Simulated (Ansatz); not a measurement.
Cost and result up the ladder for the cluster Li₆O₂ (8 atoms). The state is a singlet with charge 0. Geometry: PBE0-D4/def2-TZVP.

```xyz
8

Li   -0.571   -3.496   -1.005
Li   -1.223    2.482   -2.058
Li    0.177    1.064    0.304
Li   -0.894   -0.477   -1.516
Li    1.711    0.561    2.940
Li    0.584   -1.434    0.964
O    -0.720    1.189   -1.214
O     0.935    0.111    1.586
```

Ansatz on 4 threads of Arm Neoverse V2 on a shared host. Times are rough, and most runs start from the orbitals of an earlier one. No level here is sound enough to serve as a yardstick. Binding counts from free atoms at the same level (Li doublet, O triplet; other spins of the atoms weren't run), without zero-point energy or a counterpoise term.

B3LYP takes the VWN-RPA correlation. HSE06 is defined as in plane-wave codes, on full-range PBE exchange. Correlated methods freeze 2 core orbitals; core or outer-core shells of Li are correlated, in sets that lack core-valence functions. Another isomer (singlet) lies 0.59 eV lower at PBE0-D4/def2-TZVP; other spin states weren't run for this one.

Correlated methods converge slowly with the basis.

| level | functions | binding energy per atom (eV) | remarks |
| --- | --- | --- | --- |
| CCSD(T)/def2-TZVPP | 176 | 2.44 | restricted SCF unstable |
| r2SCAN-D4/def2-TZVP | 146 | 2.47 | restricted SCF unstable in HF |
| B3LYP-D4/def2-TZVP | 146 | 2.50 | restricted SCF unstable in HF |
| HSE06-D4/def2-TZVP | 146 | 2.41 | restricted SCF unstable in HF |
| PBE0-D4/def2-TZVP | 146 | 2.41 | restricted SCF unstable in HF |
| PBE-D4/def2-TZVP (with forces) | 146 | 2.55 | restricted SCF unstable in HF |

Q: Estimate how long each takes.

A: PBE-D4/def2-TZVP (with forces) 1.2 s; HSE06-D4/def2-TZVP 1.2 s; B3LYP-D4/def2-TZVP 1.4 s; PBE0-D4/def2-TZVP 1.4 s; r2SCAN-D4/def2-TZVP 2.1 s; CCSD(T)/def2-TZVPP 40 s. On shared hardware such times vary by a factor of up to 3.
